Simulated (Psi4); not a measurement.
C6H6N (SMILES Nc1[c]cccc1), doublet, at a GFN2-xTB geometry, atoms displaced at random by about 0.03 Å a coordinate; Psi4 with PBE0/STO-3G, gradient.

The Psi4 input:
```
memory 2 GB

molecule mol {
0 2
  N     2.311742   -0.058365   -0.411591
  C     0.970858   -0.053112   -0.201728
  C     0.111133   -1.210748   -0.180661
  C    -1.171200   -1.263591    0.025983
  C    -1.850904   -0.070238    0.324643
  C    -1.076410    1.195443    0.312841
  C     0.281550    1.127240    0.062041
  H     2.750145   -1.044099   -0.322888
  H     2.810899    0.678688   -0.147978
  H    -1.760809   -2.122228   -0.010601
  H    -2.902202    0.029389    0.475135
  H    -1.547717    2.137506    0.522905
  H     0.862441    2.076386    0.134841
symmetry c1
no_reorient
no_com
}

set basis sto-3g
set reference uks

gradient('pbe0')
print_variables()
```

It wrote (shortened):

```
gradient() will perform analytic gradient computation.

   => Loading Basis Set <=

    Name: STO-3G
    Role: ORBITAL
    Keyword: BASIS

         ---------------------------------------------------------
                                   SCF
               by Justin Turney, Rob Parrish, Andy Simmonett
                          and Daniel G. A. Smith
                              UKS Reference
         ---------------------------------------------------------

  ==> Geometry <==

    Molecular point group: c1
    Full point group: C1

    Geometry (in Angstrom), charge = 0, multiplicity = 2:

       Center              X                  Y                   Z               Mass
    ------------   -----------------  -----------------  -----------------  -----------------
         N            2.311742000000    -0.058365000000    -0.411591000000    14.003074004430
         C            0.970858000000    -0.053112000000    -0.201728000000    12.000000000000
         C            0.111133000000    -1.210748000000    -0.180661000000    12.000000000000
         C           -1.171200000000    -1.263591000000     0.025983000000    12.000000000000
         C           -1.850904000000    -0.070238000000     0.324643000000    12.000000000000
         C           -1.076410000000     1.195443000000     0.312841000000    12.000000000000
         C            0.281550000000     1.127240000000     0.062041000000    12.000000000000
         H            2.750145000000    -1.044099000000    -0.322888000000     1.007825032230
         H            2.810899000000     0.678688000000    -0.147978000000     1.007825032230
         H           -1.760809000000    -2.122228000000    -0.010601000000     1.007825032230
         H           -2.902202000000     0.029389000000     0.475135000000     1.007825032230
         H           -1.547717000000     2.137506000000     0.522905000000     1.007825032230
         H            0.862441000000     2.076386000000     0.134841000000     1.007825032230

  Running in c1 symmetry.

  Rotational constants: A =      0.19689  B =      0.08673  C =      0.06028 [cm^-1]
  Rotational constants: A =   5902.46699  B =   2600.20915  C =   1807.16637 [MHz]
  Nuclear repulsion =  260.826036877090928

  Charge       = 0
  Multiplicity = 2
  Electrons    = 49
  Nalpha       = 25
  Nbeta        = 24

  ==> Algorithm <==

  SCF Algorithm Type is DF.
  DIIS enabled.
  MOM disabled.
  Fractional occupation disabled.
  Guess Type is SAD.
[...]
  @DF-UKS Final Energy:  -282.99822459691103
    Total Energy =                       -282.9982245969110295
[...]
    M. Ernzerhof and G. E. Scuseria,  J. Chem. Phys. 110, 5029 (1999) (10.1063/1.478401)

    Deriv               =              1
    GGA                 =           TRUE
    Meta                =          FALSE

    Exchange Hybrid     =           TRUE
    MP2 Hybrid          =          FALSE

   => Exchange Functionals <=

    0.7500   Perdew, Burke & Ernzerhof

   => Exact (HF) Exchange <=

    0.2500               HF

   => Correlation Functionals <=

    1.0000   Perdew, Burke & Ernzerhof

   => LibXC Density Thresholds  <==

    XC_HYB_GGA_XC_PBEH:  1.00E-15

   => Molecular Quadrature <=

    Radial Scheme          =       TREUTLER
    Pruning Scheme         =           NONE
    Nuclear Scheme         =       TREUTLER

    Blocking Scheme        =         OCTREE
    BS radius alpha        =              1
    Pruning alpha          =              1
    Radial Points          =             75
    Spherical Points       =            302
    Total Points           =         272460
    Total Blocks           =           2069
    Max Points             =            256
    Max Functions          =             40
    Weights Tolerance      =       1.00E-15

  -Total Gradient:
     Atom            X                  Y                   Z
    ------   -----------------  -----------------  -----------------
       1        0.019270823904     0.173302107597     0.051408791711
       2        0.071305983213     0.027206299212    -0.014327186945
       3       -0.127994284765    -0.007733632766     0.024802662308
       4        0.078017250644    -0.042990749459    -0.021154717186
       5       -0.049504911212    -0.082407446745     0.007502542621
       6        0.034634232927     0.086818265403     0.000346747694
       7       -0.013403534697    -0.049486360682    -0.007382536912
       8        0.007947667856    -0.045906155176     0.003500467165
       9       -0.080869418816    -0.112883235694    -0.043147197367
      10        0.021296790720     0.047611522556     0.002250190844
      11        0.025020391580     0.008172835366    -0.004712468688
      12        0.009307798521    -0.014396238288    -0.003478321096
      13        0.004975252460     0.012679225770     0.004391118429

  Variable Map:
  ----------------------------------------------------------------------------
[...]
  Array Variable Map:
  ----------------------------------------------------------------------------
[...]
[...]
```
